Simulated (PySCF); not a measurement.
Below is a simulated gas-phase C 1s photoelectron spectrum of `[AlH3-][CH]1CCCC1`.

Every computed line was given a Gaussian of 0.5 eV full width at half maximum and an area set by the number of equivalent atoms; the highest printed point is 100. Level of theory: delta-SCF UKS SCAN, pcX-2 on the ionised atom, pcseg-1 elsewhere, spin-free X2C (PySCF 2.14.0).

```
binding energy (eV)  intensity
              283.9          0
              284.0          1
              284.1          3
              284.2          8
              284.3         17
              284.4         29
              284.5         41
              284.6         47
              284.7         42
              284.8         30
              284.9         18
              285.0          8
              285.1          3
              285.2          1
              285.3          0
              285.4          0
              285.5          1
              285.6          4
              285.7         11
              285.8         25
              285.9         49
              286.0         75
              286.1         95
              286.2        100
              286.3         95
              286.4         92
              286.5         96
              286.6        100
              286.7         93
              286.8         73
              286.9         46
              287.0         24
              287.1         10
              287.2          3
              287.3          1
```

How many maxima does the curve show, and how many computed lines lie under it?

The curve has 3 maxima (at 284.6, 286.2 and 286.6 eV). Under it lie 3 lines from 3 inequivalent carbon sites.

Decompose the envelope and assign each component. Numbering: `[AlH3-:1][CH:2]1[CH2:3][CH2:4][CH2:5][CH2:6]1`.

```json
{"position (eV)": "284.60", "relative area": "1", "line": "C 1s", "atoms": "C2", "environment": "sp3 CH carbon"}
{"position (eV)": "286.14", "relative area": "2", "line": "C 1s", "atoms": "C3/C6", "environment": "ring CH2 carbon"}
{"position (eV)": "286.65", "relative area": "2", "line": "C 1s", "atoms": "C4/C5", "environment": "ring CH2 carbon"}
```

Lowest listed C 1s: C2, bonded to 2 C, H and Al. Highest, 2.05 eV above it: C4/C5, bonded to 2 C and 2 H.

The curve has no shake-up lines and no vibrational structure. The first atom of each set that the bonding makes equivalent was ionised and stands for the set. The species carries charge -1, so core ionisation leaves a neutral species. The basis sets have no added diffuse functions. One conformer (not necessarily the lowest) at the PBE0-D3(BJ)/def2-SVP geometry, without solvent, vibrations or thermal averaging. The geometry's basis has no diffuse functions, a weakness for an anion.

On an Arm Neoverse V1 with one thread, no GPU, shared host, this took 74 s.
